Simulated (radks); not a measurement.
Question: These are the eigenvalues of the occupied orbitals of an atom or ion with whole-number occupations (Ry). All-electron calculation, non-relativistic Kohn-Sham, exchange-only PBE, spin-polarised, spherical densities, point nucleus. Program: a radial shooting solver on a logarithmic mesh with Libxc functionals.

1s up: -93.03588
1s down: -93.03069
2s up: -6.41468
2s down: -6.40254
2p up: -4.00652
2p down: -3.99296
3s up: -0.84993

Which element is it, and in what charge state? The configuration may be excited. Open shells, if any, are filled with parallel spins first.

Answer: Z = 12, magnesium, charge +1: Mg+ in [Ne] 3s1. The list shows which subshells hold electrons but not how many an open one holds; the 1s level, -46.518 hartree, gives Z - s = 9.6 by -(Z - s)^2/2, which with screening narrows Z to a few neighbours, and the depths of the outer levels then fix element, charge and occupations together.
